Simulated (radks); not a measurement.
All-electron atom: Rb XXXIV in [He] 2s2.

Method: scalar-relativistic Kohn-Sham, LDA (Slater exchange, VWN5 correlation), spin-polarised, spherical densities, finite nucleus; Fermi nuclear charge, rms radius 4.2036 fm; computed with a radial shooting solver on a logarithmic mesh with Libxc functionals.

Energy parts (hartree):
total: -1682.92034
kinetic: 1743.18735
electron-nucleus: -3487.34482
Hartree: 88.48960
exchange-correlation: -27.25247

Orbitals (lengths in bohr, moments of r in powers of bohr; r(90%) holds 90 % of the orbital's charge):
orbital  occ.  eigenvalue (hartree)  r(90%)     <r^2>       <r^4>
1s          2             -649.1112  0.0717  0.002164  0.00001200
2s          2             -152.5835   0.252   0.03190    0.001684

The highest occupied level is 2s at -4152.0 eV. The electron density at the nucleus is 5.586e+04 e/bohr^3 (large components only). For comparison, the ionisation energy in NIST's Atomic Spectra Database is 4214 eV (semi-empirical). In exact Kohn-Sham theory the highest level is minus the ionisation energy, but local and semilocal functionals leave it too shallow, through self-interaction and a potential that decays too fast; potentials with the right tail come closer. The density falls to 0.001 e/bohr^3 at r = 0.54 bohr.
